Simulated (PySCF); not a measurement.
Compound: C7H7OP.
Numbering: `[CH3:1][c:2]1[cH:3][c:4]([CH:5]=[O:6])[cH:7][cH:8][p:9]1`

Structure used (GFN2-xTB), in Å, numbered top down from 1:
```xyz
16
C7H7OP angstrom
C      2.574    0.518    0.447
C      1.085    0.576    0.253
C      0.402   -0.581   -0.050
C     -0.977   -0.668   -0.255
C     -1.550   -1.978   -0.571
O     -0.929   -3.008   -0.670
C     -1.811    0.449   -0.168
C     -1.348    1.709    0.122
P      0.309    2.135    0.428
H      2.825   -0.160    1.261
H      3.060    0.148   -0.455
H      2.974    1.503    0.679
H      0.957   -1.508   -0.141
H     -2.649   -1.960   -0.721
H     -2.871    0.308   -0.340
H     -2.061    2.523    0.171
```

NICS is the negative of the GIAO shielding at a point without a nucleus: at the ring centre (0) and 1 Å above and below it (1); zz is the component along the ring normal. Level: GIAO PBE0/pcSseg-1 (PySCF, non-relativistic, gas phase) on the GFN2-xTB geometry, one conformer.

Ring bond lengths (Å), with Mayer bond orders in brackets: C2–C3 1.377 (1.40), C3–C4 1.397 (1.38), C4–C7 1.396 (1.34), C7–C8 1.374 (1.48), C8–P9 1.738 (1.31), P9–C2 1.751 (1.27).

Problem. What do the NICS probes read (ppm)?

Solution. 
```json
{"ring": "C2–C3–C4–C7–C8–P9", "type": "6-membered ring with P; formal bonds all aromatic", "NICS(0)": "-6.9", "NICS(1), two faces": "-10.4 / -10.4", "NICS(1)zz, two faces": "-24.9 / -24.9", "rms pucker (Å)": "0.00", "centre to ring atoms, mean (Å)": "1.50"}
```

Problem. What can be read from them?

Solution. 
- C2–C3–C4–C7–C8–P9: mean NICS(1)zz -24.9 ppm, shielded.

Problem. How equal are the bonds by HOMA? Use HOMA with the parameters of Krygowski (1993).

Solution. 
- C2–C3–C4–C7–C8–P9: HOMA 0.89; the largest term is that of P9–C2, α(R − Ropt)² = 0.33.

Problem. Give the inner angles of the rings and the Hirshfeld charges of the ring atoms.

Solution. 
- C2–C3–C4–C7–C8–P9: C2 123.4° (-0.037 e), C3 125.0° (-0.032 e), C4 122.1° (-0.016 e), C7 123.1° (-0.036 e), C8 125.7° (-0.105 e), P9 100.8° (+0.112 e); sum 720.0° against 720° for a flat convex ring.

Problem. What are the shieldings of the ring atoms and their hydrogens in the same run (means over atoms taken as equivalent)?

Solution. 
| atoms | environment | σ isotropic (ppm) | principal values of the symmetric part, first atom (ppm) |
| --- | --- | --- | --- |
| C2 | substituted aromatic carbon | 5.4 | -157.9, -6.8, 181.0 |
| C3 | aromatic CH carbon | 49.2 | -54.0, 26.7, 174.8 |
| C4 | substituted aromatic carbon | 47.1 | -36.0, 9.8, 167.5 |
| C7 | aromatic CH carbon | 46.3 | -55.4, 17.0, 177.5 |
| C8 | aromatic CH carbon | 20.8 | -144.1, 28.8, 177.8 |
| P9 | phosphorus bonded to 2 C | 45.0 | -254.1, -78.5, 467.6 |
| H13 | aromatic hydrogen | 22.77 | 17.5, 22.4, 28.4 |
| H15 | aromatic hydrogen | 23.60 | 20.5, 23.8, 26.4 |
| H16 | aromatic hydrogen | 22.37 | 19.6, 20.6, 26.9 |

Hardware: an Arm Neoverse V1 with one thread, no GPU, on a shared host. Cost: 42 s wall (with the writing of density and orbital grids), 0.90 GiB resident at most. This is the whole shielding run at PBE0/pcSseg-1, SCF included.
